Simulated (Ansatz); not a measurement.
```yaml
crystal:
  periodic: [false, false, false]
  atoms:
    - {symbol: Li, position_ang: [1.727769, 0.596906, -1.522672]}
    - {symbol: Cl, position_ang: [-0.519991, 2.008575, -2.120743]}
    - {symbol: Li, position_ang: [-2.144557, 1.013599, -0.178195]}
    - {symbol: Cl, position_ang: [-2.154509, -0.744154, 1.898464]}
    - {symbol: Li, position_ang: [0.417077, -1.610889, 1.701180]}
    - {symbol: Cl, position_ang: [2.674199, -1.264038, 0.221966]}
basis:
  gaussian: {orbitals: def2-SVP}
total_charge: -1
magnetization: {spin_polarized: false, initial_magnetization: 1}
hamiltonian: {xc: {name: CAM-B3LYP}}
accuracy: high
scf: {lower_state_search: off}
```

```sh
$ ansatz run in.yaml --threads 4 --pin off --events-out ev --progress --plain --max-ram 3916MiB
```

Shortened log:

```
Functional definition: CAM-B3LYP
  name "CAM-B3LYP"
  cite "Yanai, Tew & Handy, Chem. Phys. Lett. 393, 51 (2004) doi:10.1016/j.cplett.2004.06.011"
  cite "Iikura, Tsuneda, Yanai & Hirao, J. Chem. Phys. 115, 3540 (2001) doi:10.1063/1.1383587"
  cite "Becke, Phys. Rev. A 38, 3098 (1988) doi:10.1103/PhysRevA.38.3098"
  cite "Lee, Yang & Parr, Phys. Rev. B 37, 785 (1988) doi:10.1103/PhysRevB.37.785"
  cite "Vosko, Wilk & Nusair, Can. J. Phys. 58, 1200 (1980) doi:10.1139/p80-159"
  parameter alpha = 0.19
  parameter beta = 0.46
  parameter omega = 0.33/bohr
  parameter ac = 0.81
  # Exact exchange under (alpha + beta erf(omega r))/r, Becke's under what is left of 1/r.
  exchange = (1 - alpha - beta)*b88_x + beta*b88_x_sr(omega) + alpha*exact_x + beta*exact_x_lr(omega)
  correlation = (1 - ac)*vwn5_c + ac*lyp_c
these checks for a lower state are left out or cut short: stability, starts, cluster_reference, orbital_swaps, neighbouring_geometries, increment
1756 factors; integrals over basis functions are off by at most 3.6e-9 eV
601 factors; integrals over basis functions are off by at most 2.8e-9 eV
mean field evaluation 1: about -38176.7481 eV, gradient 1.1e1 eV
mean field evaluation 2: about -38176.7949 eV, gradient 1.1e1 eV
mean field evaluation 4: about -38177.4585 eV, gradient 9.0e-1 eV
mean field evaluation 8: about -38177.4659 eV, gradient 5.3e-2 eV
mean field evaluation 16: about -38177.4659 eV, gradient 4.0e-5 eV
mean field -38177.46594551 eV, -1402.9959958815 hartree, gradient 5.0e-8 eV, S^2 0.750000; 0 other end points of the search recorded, 0 dependent functions left out
reference -38177.46596073 eV, -1402.9959964411 hartree; 31, 30 occupied and 50, 51 virtual orbitals, 1756 factors
Total energy: -38177.46596073 eV, -1402.9959964411 hartree
Checks for a lower state left out: stability, starts, cluster_reference, orbital_swaps, neighbouring_geometries, increment
```

Hardware: 4 threads of Intel Xeon on a shared host. Wall time 8 s.

The highest occupied level of an anion often lies above zero with these methods, and sets without diffuse functions describe the outer electron poorly.

With spin_polarized false and unpaired electrons the run is restricted open-shell.
